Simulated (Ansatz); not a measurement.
C2H7In⁺, that is InH2Et with one electron fewer. Charge 1, multiplicity 2. Geometry PBE-D4/def2-SVP, that of the neutral singlet; atoms count from 1.

Cartesian coordinates in Å:
```
In -0.918 -1.001 1.197
H -1.115 -0.344 2.814
H -2.062 -2.209 0.634
C 0.692 -0.270 -0.117
C 0.292 0.990 -0.898
H 0.964 -1.094 -0.809
H 1.579 -0.072 0.520
H 1.119 1.347 -1.551
H -0.582 0.816 -1.561
H 0.030 1.836 -0.228
```

In the def2 sets In takes a core potential; there is no spin–orbit coupling.

(1) Estimate the Mulliken populations from the PBE0/def2-TZVP orbitals of Ansatz.

(2) Where does the spin sit?

(3) And the Mayer bond orders between heavy atoms (over 0.3)?

## Answers

(1) 
```csv
atom,charge (e),spin (α − β)
In1,0.58,0.13
H2,0.06,0.09
H3,0.06,0.09
C4,-0.30,0.57
C5,-0.43,0.01
H6,0.22,0.01
H7,0.22,0.01
H8,0.23,0.08
H9,0.19,0.01
H10,0.19,0.01
```
Mulliken values depend strongly on the basis.

(2) Summed by element: In 0.13, H 0.29, C 0.58, of 1 unpaired in all. Largest on single atoms: C4 0.57, In1 0.13, H2 0.09.

(3) In1–C4 0.55 (2.20 Å); C4–C5 1.09 (1.54 Å).
